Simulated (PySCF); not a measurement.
InH2Cl, SMILES [InH2][Cl].

Geometry optimised at PBE-D3(BJ)/def2-TZVP. The def2 effective core potentials stand for the cores of In; spin–orbit coupling is left out.

Calculation: M06-2X/def2-TZVPD in PySCF.

Symmetry labels are those of the subgroup C2v that the program uses (full group C2v).

Computed valence orbital energies around the gap with their symmetry:
```csv
orbital,symmetry,energy (eV)
HOMO−7,A2,-24.67
HOMO−6,B2,-24.62
HOMO−5,A1,-23.24
HOMO−4,A1,-13.53
HOMO−3,B2,-10.63
HOMO−2,A1,-10.34
HOMO−1,B1,-10.00
HOMO,B2,-9.46
LUMO,B1,-1.57
LUMO+1,A1,-0.17
LUMO+2,A1,0.09
LUMO+3,A1,0.28
```
